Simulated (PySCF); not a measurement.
`CCc1occc1F`. Structure optimised with GFN2-xTB, isolated species.

```
atom  x, y, z in Å
C1    -2.0786    0.4506    0.5859
C2    -1.3040   -0.5390   -0.2886
C3     0.1556   -0.2400   -0.2909
O4     0.6528    0.6832   -1.1421
C5     1.9749    0.7813   -0.9267
C6     2.3735   -0.0644    0.0604
C7     1.1867   -0.7192    0.4667
F8     1.0906   -1.6535    1.4231
H9    -3.1419    0.2283    0.5487
H10   -1.9228    1.4676    0.2347
H11   -1.7455    0.3857    1.6187
H12   -1.4498   -1.5533    0.0860
H13   -1.6739   -0.4839   -1.3140
H14    2.5199    1.4757   -1.5338
H15    3.3582   -0.2111    0.4499
```

Task: Which two atoms are farthest apart?

Result: H9···H15, 6.52 Å; the next longest distance is 6.16 Å.

Task: Where is the centre of mass (commonest isotopes), and what is the radius of gyration?

Result: Mass 114.048 u; centre at (0.480, -0.203, 0.036) Å; Rg = √(Σ m r²/M) = 1.906 Å. As Ia + Ib + Ic = 2 Σ m r², the three principal moments sum to 828.4 u·Å².

Task: Give the dihedral angles H12–C2–C3–O4, H9–C1–C2–H12, O4–C3–C7–F8.

Result: H12–C2–C3–O4 155° (antiperiplanar); H9–C1–C2–H12 -61° (synclinal); O4–C3–C7–F8 180° (antiperiplanar). Dihedral signs follow IUPAC: positive where, seen along the central bond, the front bond turns clockwise onto the rear one.

Task: How far apart are these pairs, which share no bond: O4···H9, C7···H9, C7···H10, C7···H15?

Result: O4···H9 4.179 Å (4 bonds apart); C7···H9 4.432 Å (4 bonds apart); C7···H10 3.809 Å (4 bonds apart); C7···H15 2.230 Å (2 bonds apart).

Task: How far are the heavy atoms from their best plane (unweighted least squares)?

Result: 0.351 Å rms; C1 0.67, C2 0.59, C3 0.27, O4 0.17, C5 0.14, C6 0.26, C7 0.01, F8 0.02 Å (magnitudes).

Task: What are the angles H9–C1–H11, C2–C1–H10, H9–C1–H10, H12–C2–H13, O4–C3–C7, C2–C3–C7, C3–O4–C5?

Result: From the scalar product of the two bond vectors; for H9–C1–H11 it is -0.3782 Å² over 1.0869 × 1.0871 Å², cos θ = -0.3200. H9–C1–H11 108.7°; C2–C1–H10 110.3°; H9–C1–H10 108.7°; H12–C2–H13 108.9°; O4–C3–C7 108.1°; C2–C3–C7 131.9°; C3–O4–C5 108.1°.

Task: Write the matrix of distances between heavy atoms (Å, lower triangle).

Result: 
```
C1    0.000
C2    1.531  0.000
C3    2.497  1.490  0.000
O4    3.240  2.460  1.351  0.000
C5    4.339  3.592  2.181  1.343  0.000
C6    4.512  3.724  2.252  2.228  1.360  0.000
C7    3.471  2.609  1.366  2.200  2.194  1.415  0.000
F8    3.895  3.147  2.410  3.497  3.497  2.455  1.340  0.000
```

No frequency check. One conformer, not necessarily the lowest.

These are computed values.
